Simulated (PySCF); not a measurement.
Telling isomers of C₈H₇F apart by NMR

Theoretical values (PySCF): GFN2-xTB structure, shielding tensors at PBE0/pcSseg-1 (GIAO). Single conformer, averaged over atoms made equivalent by symmetry, fast rotation or ring inversion, no solvent, no relativistic terms.

δ = σ(ref) − σ, references computed at the same level: TMS for $^{1}$H (σref 31.72) and $^{13}$C (σref 186.93). Splittings of carbon signals by F and P are missing where no couplings were computed. Where no couplings were computed, multiplicities follow the n + 1 count of equivalent neighbours, and m marks all less simple cases (inequivalent or close neighbours, rings, F or P nearby). Shifts are as computed. Against solution values, carbons near 30 ppm lie about +3 ppm off and those near 130 ppm about +5 ppm. Of 1309 compounds with measured shifts, 239 miss one by over three times the rms of a fit or turn the order of signals round; such compounds aren't used in these exercises.

(1) Tabulate the signals of `CC#CC#C/C=C/CF`, `C#CC/C(C#CC)=C\F` and their relative energies.

(2) What is the quickest way to tell CC#CC#C/C=C/CF from C#CC/C(C#CC)=C\F?

## Answers

(1) 
```json
{"SMILES": "CC#CC#C/C=C/CF", "carbon types": "4×C 2×CH 1×CH2 1×CH3", "δC": "150.5, 114.6, 89.8, 88.6, 86.9, 76.5, 72.2, 6.0", "δH": "6.34 (m, 1H), 6.19 (m, 1H), 5.45 (m, 2H), 2.23 (s, 3H)", "E rel. (kcal/mol)": "0.0"}
{"SMILES": "C#CC/C(C#CC)=C\\F", "carbon types": "4×C 2×CH 1×CH2 1×CH3", "δC": "164.3, 112.5, 99.2, 86.0, 80.9, 75.3, 21.4, 5.6", "δH": "7.19 (m, 1H), 3.19 (d, 2H), 2.22 (s, 3H), 1.38 (t, 1H)", "E rel. (kcal/mol)": "10.6"}
```

Energies are electronic energies at PBE0/pcSseg-1 on these geometries, without zero-point or thermal terms, each for the one conformer computed, which needn't be the lowest.

(2) Both give the same number of carbon signals, with the same numbers of each carbon type, so the positions decide. The first has an allylic sp3 CH2 bonded to F at 86.9 ppm, the second an allylic sp3 CH2 at 21.4 ppm. Their most deshielded carbons lie at 150.5 and 164.3 ppm. In the proton spectra the most deshielded non-exchanging signals are 6.34 (m, 1H) and 7.19 (m, 1H).
